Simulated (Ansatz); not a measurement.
F2Mg (SMILES [F][Mg][F]) moved off its minimum; all values from Ansatz (an electronic-structure program), cores frozen in correlated methods.
(charge 0, multiplicity 1)
```xyz
3

Mg     0.1310     0.0656    -0.1654
F      0.0487    -0.0973     1.7219
F      0.0444    -0.1432    -1.4900
```

Forces at r2SCAN/def2-TZVPP (eV/Å):

| atom | Fx | Fy | Fz |
|---|---|---|---|
| Mg1 | 1.595 | 3.907 | 29.507 |
| F2 | 0.135 | 0.280 | -1.943 |
| F3 | -1.730 | -4.186 | -27.564 |

Q: Give the forces (eV/Å), the total energy and the dipole at CCSD(T)/def2-TZVPPD.

A: 
```tsv
atom	Fx	Fy	Fz
Mg1	1.630	3.989	29.999
F2	0.134	0.279	-1.815
F3	-1.764	-4.268	-28.184
```
Energy -399.1212 hartree, dipole 2.49 D.
